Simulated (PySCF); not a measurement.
Sm(NH2)2 at several levels of theory

Computed with PySCF 2.14.0 (density fitting, no spin-orbit coupling) at the geometry relaxed with PBE0:

```xyz
7
Sm(NH2)2 (singlet in the valence; each metal's 4f electrons, 6 of them, lie in its core potential, out of spins and levels)
Sm    0.0000   -0.8902   -0.1073
N     1.9337   -0.0277    0.8183
H     2.9212   -0.2023    0.6198
H     1.9493    0.6668    1.5693
N    -1.9337   -0.0277    0.8183
H    -1.9493    0.6668    1.5693
H    -2.9212   -0.2023    0.6198
```

| level | basis | state | HOMO (eV) | gap (eV) | charge on Sm1 (e) | population of f-type functions on Sm1 (polarisation alone where 4f lies in the core) | dipole about the centre of mass (D) | largest force component (eV/Å) |
| --- | --- | --- | --- | --- | --- | --- | --- | --- |
| PBE0 | Sm lcecp-0-SVP with ECP52, N def2-SVP, H def2-SVP | singlet | – | – | 0.72 | 0.03 | 5.03 | 0.01 |
| r2SCAN | the same | singlet | – | – | 0.69 | 0.03 | 4.96 | 0.13 |
| TPSSh | the same | singlet | – | – | 0.69 | 0.03 | 4.98 | 0.18 |

In the lcecp rows the 4f levels are missing from HOMO and gap, and the state counts the valence alone.

Charges are Mulliken's, which hang on the basis. The relaxation used the grid (50, 194), these runs (75, 302) or, all-electron (x2c bases, spin-free X2C Hamiltonian), (99, 590).

**Question.** What does PBE0 with Sm lcecp-0-TZVP with ECP52, N def2-TZVP, H def2-TZVP give here?

**Answer.** state singlet, charge on Sm1 (e) 1.16, population of f-type functions on Sm1 (polarisation alone where 4f lies in the core) 0.03, dipole about the centre of mass (D) 5.46, largest force component (eV/Å) 0.31. Time: 7.1 s on 2 threads of Intel(R) Xeon(R) 6975P-C (Granite Rapids) (shared host), from free ions and atoms.

An lcecp potential fixes the number of 4f electrons, so in runs with it no electron can move into or out of that shell.
